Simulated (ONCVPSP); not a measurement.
# Configuration tests for fluorine (ONCV)

ONCVPSP 4.0.1 input, shortened (lines: element, Z, core and valence counts, functional; n l f; lmax; l rc ep ncon nbas qcut; lloc lpopt rc5 dvloc0; l nproj debl; icmod fcfact rcfact), PBEsol, scalar-relativistic:

```
  F 9.00    1    2  -116133      upf
    1    0    2.00
    2    0    2.00
    2    1    3.00
    2
    0    0.80    0.00    4    8    7.20
    1    1.50    0.00    3    6   11.50
    2    1.55    0.18    4    7    6.20
    4    4    0.50    0.00
    0    1    3.30
    1    2    2.70
    2    3    2.40
    3    1.75    1.15
```

Energies are relative to the spin-unpolarised reference configuration 2s2 2p3; without spin polarisation the order of configurations can differ from experiment.

| valence configuration | charge | ΔE all-electron (eV) | error AE − PS (meV) |
| --- | --- | --- | --- |
| 2s2 2p5 | 0 | -57.595 | +318 |
| 2s2 2p4 | +1 | -38.278 | +128 |
| 2s2 2p2 | +3 | 60.489 | +264 |
| 2s2 2p4.5 | +0.5 | -50.085 | +229 |

Levels in the configuration 2s2 2p5:

| level | all-electron (eV) | pseudo (eV) |
| --- | --- | --- |
| 2s | -29.721 | -29.589 |
| 2p | -11.052 | -11.202 |
